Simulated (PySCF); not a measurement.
Atom-mapped SMILES (the numbers label the heavy atoms): `[OH:1][c:2]1[cH:3][cH:4][c:5]([F:6])[cH:7][cH:8]1`. Hydrogens are named by the atom that carries them.

GIAO PBE0/pcSseg-1 shifts (PySCF, gas phase, non-relativistic, equivalent atoms averaged), each against references optimised in the same way as the molecule (H2O, TMS, CFCl3).

On the GFN2-xTB geometry: O1 121.2, C5 166.1, C2 159.4, C4/C7 122.2, C3/C8 119.5, F6 -129.6, H(C4)/H(C7) 7.24, H(C3)/H(C8) 6.90, H(O1) 4.17 ppm.

Task: What changes on the PBE0-D3(BJ)/def2-SVP geometry?

Result: 
| atoms | δ (ppm) | change |
| --- | --- | --- |
| O1 | 118.5 | -2.7 |
| C5 | 163.5 | -2.6 |
| C2 | 157.6 | -1.8 |
| C4/C7 | 121.7 | -0.5 |
| C3/C8 | 118.8 | -0.7 |
| F6 | -125.8 | +3.8 |
| H(C4)/H(C7) | 7.02 | -0.22 |
| H(C3)/H(C8) | 6.70 | -0.20 |
| H(O1) | 3.69 | -0.48 |

Unscaled 19F shifts against computed CFCl3 carry errors that often reach 10 to 50 ppm.

Bonds between heavy atoms that differ most (equivalent bonds averaged): C5–F6 1.352 → 1.335 Å, C3–C4 1.382 → 1.392 Å, O1–C2 1.358 → 1.351 Å, C2–C3 1.392 → 1.399 Å, C4–C5 1.383 → 1.389 Å. Mean change of bonds to hydrogen: O–H -0.002 Å, C–H +0.013 Å.
